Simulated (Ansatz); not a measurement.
Reaction (ligand exchange at the Si–O bond): `COB(F)O[SiH3]` + `BS` → `BS[SiH3]` + `COB(O)F`

Isolated molecules relaxed with PBE0-D4/def2-TZVP in Ansatz; ΔE leaves out vibrations. CCSD(T)/CBS adds triple-zeta CCSD(T) − MP2 to the extrapolated MP2 energy (def2 sets, frozen cores). This one scheme is used for every species. DFT in def2-TZVPP. B3LYP here is the variant with VWN-RPA as its local correlation; programs differ in this. Each species was taken in one conformer, which may not be the lowest.

`COB(F)O[SiH3]`:

Cartesian coordinates in Å:
```
C 2.028 -0.299 0.848
O 0.766 0.016 0.292
B -0.209 -0.903 0.110
F -0.026 -2.179 0.451
O -1.396 -0.542 -0.426
Si -1.931 0.935 -0.945
H 2.108 -1.360 1.093
H 2.171 0.292 1.754
H 2.805 -0.035 0.129
H -1.930 1.907 0.176
H -3.314 0.731 -1.436
H -1.072 1.437 -2.046
```

`BS`:

Z-matrix (Å, degrees):
```
B
S 1 1.765
H 1 1.192 2 115.8
H 1 1.190 2 121.4 3 -180.0
H 2 1.344 1 99.2 3 180.0
```

`BS[SiH3]`:

Cartesian coordinates in Å:
```
B 1.244 -0.282 1.134
S -0.528 -0.364 1.212
Si -1.000 0.199 -0.815
H 1.809 0.024 0.128
H 1.840 -0.547 2.132
H -0.402 -0.774 -1.761
H -0.484 1.561 -1.094
H -2.478 0.182 -0.936
```

`COB(O)F`:

```xyz
9

C    -1.071   -0.434    0.722
O     0.052    0.422    0.802
B     0.918    0.565   -0.217
O     0.781   -0.100   -1.396
F     1.946    1.399   -0.037
H    -0.995   -1.187    1.509
H    -1.135   -0.930   -0.248
H    -1.974    0.156    0.887
H     1.478    0.109   -2.022
```

(1) Is it downhill or uphill in electronic energy at CCSD(T)/CBS, and by how much? (An estimate is asked.)

(2) What do these levels give: PBE-D4, revPBE-D4, r2SCAN-D4, B97M-V, B3LYP-D4, ωB97M-V, revPBE, CCSD/def2-SVP, CCSD/def2-TZVPP, HF/def2-QZVPP, SCS-MP2/def2-QZVPP, HF/CBS(def2)? (An estimate is asked.)

Largest T1 diagnostic among the species: 0.015.

## Answers

(1) Ansatz gave: Uphill: ΔE = +0.42 eV.

(2) The calculation gave: PBE-D4 0.29, revPBE-D4 0.27, r2SCAN-D4 0.40, B97M-V 0.44, B3LYP-D4 0.46, ωB97M-V 0.43, revPBE 0.29, CCSD/def2-SVP 0.45, CCSD/def2-TZVPP 0.48, HF/def2-QZVPP 0.62, SCS-MP2/def2-QZVPP 0.46, HF/CBS(def2) 0.63 eV.

From BLYP to BHLYP (50 % exact exchange), in def2-TZVPP and without D4, ΔE moves by +0.07 eV. Leaving LDA and LC-ωPBE aside and taking each functional with its dispersion term where it has one, the values, not all of them listed here, spread over 0.24 eV, from revPBE-D4 to CAM-B3LYP-D4. In def2-TZVPP, CCSD(T) changes the Hartree–Fock value by −0.16 eV (the triples alone add −0.03 eV) and MP2 by −0.20 eV.
